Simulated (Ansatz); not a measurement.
Reaction (ligand exchange at a Ge–C bond): `[GeH3][C]#[C][GeH3]` + `OC#C[SiH3]` → `[SiH3]C#C[O][GeH3]` + `C#[C][GeH3]`

Gas-phase electronic energies from Ansatz, PBE0-D4/def2-TZVP geometries. CCSD(T)/CBS adds triple-zeta CCSD(T) − MP2 to the extrapolated MP2 energy (def2 sets, frozen cores). Functionals use def2-TZVPP. B3LYP here is the variant with VWN-RPA as its local correlation; programs differ in this. For Ge outer-core shells are correlated without core-valence functions, which leaves a few kJ/mol of doubt a bond. Scalar relativity is left out up to krypton. One conformer a species, not always the lowest.

| level | ΔE (kJ/mol) | difference from CCSD(T)/CBS |
| --- | --- | --- |
| r2SCAN-D4 | -25.8 | -2.7 |
| PBE0-D4 | -20.2 | 2.9 |
| B3LYP-D4 | -29.5 | -6.4 |
| ωB97X-V | -26.6 | -3.5 |
| ωB97M-V | -25.1 | -2.0 |
| r2SCAN | -25.5 | -2.4 |
| PBE0 | -19.4 | 3.7 |
| B3LYP | -28.0 | -4.9 |
| HF/def2-TZVPP | -32.7 | -9.6 |
| MP2/def2-TZVPP | -23.0 | 0.1 |
| SCS-MP2/def2-TZVPP | -25.6 | -2.5 |
| CCSD/def2-TZVPP | -22.7 | 0.4 |
| CCSD(T)/def2-TZVPP | -22.2 | 0.9 |
| MP2/def2-QZVPP | -24.1 | -1.0 |
| SCS-MP2/def2-QZVPP | -26.6 | -3.5 |
| CCSD/CBS(def2) | -23.6 | -0.5 |
| CCSD(T)/CBS | -23.1 | 0 |

Largest T1 diagnostic among the species: 0.013.

In def2-TZVPP, CCSD(T) changes the Hartree–Fock value by +10.4 kJ/mol (the triples alone add +0.5 kJ/mol) and MP2 by +9.6 kJ/mol.
